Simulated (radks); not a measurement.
Neutral helium inside a hard spherical wall (all orbitals vanish at R), configuration held at [He] and not refilled when levels cross. Calculated with a radial shooting solver on a logarithmic mesh with Libxc functionals: non-relativistic Kohn-Sham, PBE, spin-polarised, spherical densities, point nucleus. Eigenvalues in eV for spin up, with the zero of energy where the potential of the charges vanishes at infinity; a dash marks a level that is unbound or too diffuse for the functional's potential to be trusted. A positive occupied level is held by the wall or, in an anion where self-interaction has pushed it up, behind a barrier. The pressure on the wall is -dE/dV.

R (bohr),E (hartree),kinetic (hartree),e(1s),"e(2s, empty)","e(2p, empty)",pressure (GPa)
free,-2.89293,2.856,-15.763,-,-,0
20,-2.89293,2.856,-15.763,-,-,< 0.0001
12,-2.89293,2.856,-15.763,-,-,< 0.0001
8,-2.89293,2.856,-15.763,1.775,2.804,< 0.0001
7,-2.89293,2.856,-15.762,2.561,3.571,0.000808
6,-2.89287,2.857,-15.755,3.967,4.800,0.00928
2.5,-2.78620,3.318,-11.684,47.468,31.770,85.8
2,-2.57388,3.964,-6.047,84.429,52.240,420
1.5,-1.86277,5.633,9.254,170.69,98.711,2650
